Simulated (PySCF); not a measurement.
An unknown gives this computed stick spectrum. Level of theory: TDDFT PBE0/def2-SVPD, vertical, gas phase, core orbitals frozen in the response (PySCF). Geometries: PBE0-D3(BJ)/def2-SVP, one conformer each.

```
state  ν̃ (cm⁻¹)       f     main configurations (H = HOMO, L = LUMO)
   S1      43380  0.0003                       H→L (86%), H-1→L (10%)
   S2      48770   0.065                     H-1→L (63%), H→L+2 (11%)
   S3      53310  0.0008    H-3→L (45%), H-1→L+2 (15%), H-1→L+1 (14%)
   S4      54020  0.0033    H-3→L (35%), H-1→L+1 (24%), H-1→L+2 (19%)
   S5      57360  0.0028  H-1→L+1 (46%), H-1→L+2 (20%), H-1→L+4 (13%)
   S6      57430   0.096                     H-4→L (68%), H-2→L (18%)
   S7      57730  0.0023                     H→L+1 (52%), H-2→L (24%)
   S8      58050   0.096        H-2→L (45%), H→L+1 (25%), H-5→L (10%)
   S9      58190   0.032                                  H-5→L (82%)
  S10      62610   0.067                 H-4→L+1 (49%), H-1→L+3 (26%)
```

Question: Which candidate is it? All have the formula C7H12BN.
A. `C1CCC(C1)B(N)C#C`
B. `[BH3-][n+]1ccc(CC)cc1`
C. `CC#C[BH2-][N+]#CCCC`
D. `CC(C)N1BC=CC=C1`

Answer: A. Its S1, at 5.38 eV, is the highest among the candidates; the nearest of the others has S1 at 4.99 eV. S1 is HOMO→LUMO (86%), HOMO-1→LUMO (10%). Löwdin shares by element: HOMO (one of a set within 0.03 eV) carbon 78% or more, boron 7%; LUMO carbon 46% or more, boron 23%, nitrogen 14% (atoms not listed hold the other 17%). At the same level the other candidates give, for their lowest levels:
- `CC(C)N1BC=CC=C1`: 4.99 eV (f 0.167); 5.93 eV (f 0.055); 5.98 eV (f 0.001); 6.34 eV (f 0.003); 6.61 eV (f 0.020); T1 3.38 eV; HOMO -6.41, LUMO -0.72 eV
- `CC#C[BH2-][N+]#CCCC`: 4.44 eV (f 0.001); 4.76 eV (f 0.035); 4.92 eV (f 0.020); 5.08 eV (f 0.000); 5.31 eV (f 0.000); T1 4.33 eV; HOMO -6.07, LUMO -0.60 eV
- `[BH3-][n+]1ccc(CC)cc1`: 4.51 eV (f 0.189); 4.64 eV (f 0.001); 4.77 eV (f 0.001); 5.25 eV (f 0.005); 5.79 eV (f 0.074); T1 3.63 eV; HOMO -7.13, LUMO -1.81 eV
Triplets come from the Tamm–Dancoff approximation.
